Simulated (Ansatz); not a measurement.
The same molecule with X = C, Si, Ge. Ansatz, PBE0-D4/def2-TZVP geometries, multiplicity 1.

Scalar relativity is left out up to krypton.

| X | molecule | mean X–Al bond length / Å | mean X–F bond length / Å | mean X–H bond length / Å | HOMO–LUMO gap (PBE/def2-TZVPP) / eV | size of the dipole moment (ωB97M-V/def2-TZVPP) / D | LUMO energy (B3LYP/def2-TZVPP) / eV |
| --- | --- | --- | --- | --- | --- | --- | --- |
| C | `F[CH2][AlH2]` | 1.981 | 1.398 | 1.099 | 4.03 | 1.54 | -1.84 |
| Si | `F[SiH2][AlH2]` | 2.468 | 1.613 | 1.492 | 3.49 | 1.34 | -2.46 |

Problem. Give the row for X = Ge, `[F][GeH2][AlH2]`. (An estimate is asked.)

Solution. Ansatz gave: 
| X | molecule | mean X–Al bond length / Å | mean X–F bond length / Å | mean X–H bond length / Å | HOMO–LUMO gap (PBE/def2-TZVPP) / eV | size of the dipole moment (ωB97M-V/def2-TZVPP) / D | LUMO energy (B3LYP/def2-TZVPP) / eV |
| --- | --- | --- | --- | --- | --- | --- | --- |
| Ge | `[F][GeH2][AlH2]` | 2.493 | 1.758 | 1.546 | 3.53 | 2.43 | -2.57 |

From C to Ge the mean X–Al bond length rises at each step, by 0.512 Å in all; the mean X–F bond length rises at each step, by 0.360 Å in all; the mean X–H bond length rises at each step, by 0.447 Å in all; the HOMO–LUMO gap (PBE/def2-TZVPP) isn't monotonic: highest at C, lowest at Si; the LUMO energy (B3LYP/def2-TZVPP) falls at each step, by 0.73 eV in all. Bonds lengthen as the atom grows down the group. Dipoles are sizes alone, and their direction can turn along the series.

B3LYP here is the variant with VWN-RPA as its local correlation; programs differ in this.
